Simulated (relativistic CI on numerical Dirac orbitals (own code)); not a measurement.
Line list: Electric-dipole lines, W XLVI

These numbers are calculated, not measured: Dirac-Coulomb-Breit CI, KLI orbitals optimised for each configuration, model QED (radiative potential, 1s self-energy scaled to tabulated hydrogen-like ionisation energies), unscaled Slater integrals (own radial code, finite nucleus).

Configurations in the expansion (outside the closed core [Ar]): 3d¹⁰4s, 3d¹⁰4p, 3d¹⁰4d, 3d¹⁰4f, 3d¹⁰5s, 3d¹⁰5p, 3d¹⁰5d, 3d¹⁰5f, 3d¹⁰5g, 3d⁹4p², 3d¹⁰6s, 3d¹⁰6p, 3d¹⁰6d, 3d⁸4s4p², 3d⁹4s², 3d⁹4p4d. Levels of other configurations are missing.

```tsv
λ vac (nm)	Lower	Upper	A (s⁻¹)	log gf	S velocity/length
1.3119	3d¹⁰4p ²P°3/2 [3]	3d¹⁰5d ²D5/2 [12]	5.80e+12	-0.05	1.00
1.4319	3d¹⁰4d ²D3/2 [4]	3d¹⁰5f ²F°5/2 [13]	1.06e+13	0.29	0.99
1.4629	3d¹⁰4d ²D5/2 [5]	3d¹⁰5f ²F°7/2 [14]	1.15e+13	0.47	0.99
1.6145	3d¹⁰4p ²P°3/2 [3]	3d¹⁰5s ²S1/2 [8]	6.81e+12	-0.27	1.00
1.7153	3d¹⁰4f ²F°5/2 [6]	3d¹⁰5g ²G7/2 [15]	2.09e+13	0.87	0.99
1.7251	3d¹⁰4f ²F°7/2 [7]	3d¹⁰5g ²G9/2 [16]	2.15e+13	0.98	0.99
4.8302	3d⁹4p² ²D5/2 [24]	3d⁹4p4d ²D°5/2 [54]	1.15e+12	0.38	0.97
4.8772	3d⁹4p² ²D5/2 [24]	3d⁹4p4d ²F°7/2 [53]	1.11e+12	0.50	0.99
4.8847	3d⁹4p² ²D3/2 [25]	3d⁹4p4d ⁴G°5/2 [75]	1.11e+12	0.38	0.99
4.9223	3d¹⁰4p ²P°1/2 [2]	3d¹⁰4d ²D3/2 [4]	8.44e+11	0.09	1.01
4.9311	3d⁹4p² ²F7/2 [33]	3d⁹4p4d ²G°9/2 [97]	7.93e+11	0.46	0.92
4.9316	3d⁹4p² ²G7/2 [37]	3d⁹4p4d ²H°9/2 [127]	1.03e+12	0.57	0.92
4.9429	3d⁹4p² ²G9/2 [29]	3d⁹4p4d ²H°11/2 [90]	1.03e+12	0.66	0.92
6.2340	3d¹⁰4s ²S1/2 [1]	3d¹⁰4p ²P°3/2 [3]	4.40e+11	0.01	0.99
6.7938	3d¹⁰4d ²D3/2 [4]	3d¹⁰4f ²F°5/2 [6]	2.98e+11	0.09	1.02
6.8176	3d⁹4p² ²F7/2 [42]	3d⁹4p4d ²G°9/2 [114]	4.97e+11	0.54	0.89
6.9190	3d⁹4p² ²F7/2 [61]	3d⁹4p4d ²H°9/2 [142]	6.28e+11	0.65	0.91
6.9277	3d⁹4p² ⁴F9/2 [41]	3d⁹4p4d ⁴G°11/2 [113]	6.25e+11	0.73	0.91
7.2021	3d¹⁰4p ²P°3/2 [3]	3d¹⁰4d ²D5/2 [5]	3.39e+11	0.20	1.01
7.2147	3d⁹4p² ⁴D7/2 [26]	3d⁹4p4d ⁴F°9/2 [56]	2.97e+11	0.37	0.97
7.3646	3d⁹4p² ²G9/2 [29]	3d⁹4p4d ⁴H°11/2 [60]	2.24e+11	0.34	0.89
7.4520	3d¹⁰4d ²D5/2 [5]	3d¹⁰4f ²F°7/2 [7]	2.43e+11	0.21	1.02
10.383	3d¹⁰5p ²P°1/2 [9]	3d¹⁰5d ²D3/2 [11]	2.60e+11	0.23	1.01
13.063	3d¹⁰5s ²S1/2 [8]	3d¹⁰5p ²P°3/2 [10]	1.31e+11	0.13	1.01
15.071	3d¹⁰5p ²P°3/2 [10]	3d¹⁰5d ²D5/2 [12]	1.07e+11	0.34	1.00
15.154	3d¹⁰5d ²D3/2 [11]	3d¹⁰5f ²F°5/2 [13]	9.49e+10	0.29	1.00
16.632	3d¹⁰5d ²D5/2 [12]	3d¹⁰5f ²F°7/2 [14]	7.74e+10	0.41	1.00
18.784	3d¹⁰6p ²P°1/2 [18]	3d¹⁰6d ²D3/2 [20]	9.93e+10	0.32	1.01
23.612	3d¹⁰6s ²S1/2 [17]	3d¹⁰6p ²P°3/2 [19]	4.94e+10	0.22	1.01
27.154	3d¹⁰6p ²P°3/2 [19]	3d¹⁰6d ²D5/2 [21]	4.08e+10	0.43	1.01
```

Terms are leading LS components. Brackets give the number of a level in order of energy, since labels repeat. The list gives strong lines, with weight on those to low levels, among the lowest 147 of 358 levels, so that lines to higher ones, which can be the strongest, are missing. Levels whose partners in the same complex of configurations lie outside the list can be far off, and so can their lines. Rates are taken at the computed energies, electric ones in the length gauge. A velocity-to-length ratio far from 1 marks an uncertain rate.

At this charge energies of transitions that change n are usually good to better than 1 %, and those within a shell (Δn = 0) to a few per cent.

LS names give the leading component of a level, which can be under half, so a name can repeat, a term be missing and a line seem to break the LS rules.
